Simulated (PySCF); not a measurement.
Dipole moment and polarisability of Sn(NH2)2

Species: Sn(NH2)2.
Cartesian coordinates in Å at the PBE0-D3(BJ)/def2-SVP level; atoms count from 1:
```
atom  x, y, z in Å
Sn1    0.006    0.636   -1.251
N2     1.490   -0.022   -0.025
H3     2.473    0.069   -0.256
H4     1.371   -0.477    0.875
N5    -1.490    0.036   -0.009
H6    -2.471    0.177   -0.225
H7    -1.379   -0.420    0.891
```

Level: CAM-B3LYP/def2-SVPD (PySCF), static field, nuclei fixed, core orbitals frozen in the response. The polarisability tensor in these axes (au):

```
x   70.57 -0.41 -0.17
y   -0.41 52.25 -5.59
z   -0.17 -5.59 60.39
```

Question: What are the eigenvalues, a third of the trace, and Δα (Δα² = ½Σ(αi − αj)² over the three pairs)?

Answer: Principal values 49.39, 63.23 and 70.58 au; mean 61.07 au = 9.05 Å³ = 10.07 × 10⁻⁴⁰ C²·m²/J; Δα = 18.64 au (31 % of the mean).

Question: What is the dipole moment, and where does it point?

Answer: (0.00, -0.13, 0.29) D, 0.32 D in size, pointing from the negative to the positive side. Measured along this direction, the outermost atoms are Sn1 at the negative end and H4 and H7 at the positive end.

Question: What molar refraction does this α imply?

Answer: Lorentz–Lorenz: R = (4π/3)N_A α = 2.5225 cm³/(mol·Å³) × 9.05 Å³ = 22.8 cm³/mol, in the limit of long wavelengths.

Question: Along which axes do the principal values lie, and how far do the nuclei extend along each?

Answer: Largest value along (1.00, -0.02, -0.01), where the nuclei span 4.95 Å; middle along (0.00, -0.45, 0.89), 2.39 Å; least along (0.02, 0.89, 0.45), 0.01 Å. The response follows the extents in order.

Question: In TDDFT the mean static polarisability is Σ f/ω² over all singlet excitations (ω in hartree). How much of it do the 10 lowest give? Their energies (eV) and oscillator strengths: 4.84, 0.0844; 4.85, 0.0517; 5.79, 0.0432; 5.79, 0.0430; 6.01, 0.0000; 6.52, 0.4522; 6.82, 0.0001; 6.91, 0.0062; 7.13, 0.1000; 7.17, 0.0002.

Answer: They add up to 15.63 au, 25.6 % of the 61.07 au; the largest single term is 7.87 au, from the state at 6.52 eV. Terms in order: 2.67, 1.63, 0.95, 0.95, 0.00, 7.87, 0.00, 0.10, 1.46, 0.00 au. Higher excitations give the rest. The strengths listed sum to 0.781.

Geometry: PBE0-D3(BJ)/def2-SVP, one conformer, isolated molecule. Atoms past krypton carry effective core potentials; spin–orbit coupling is left out.
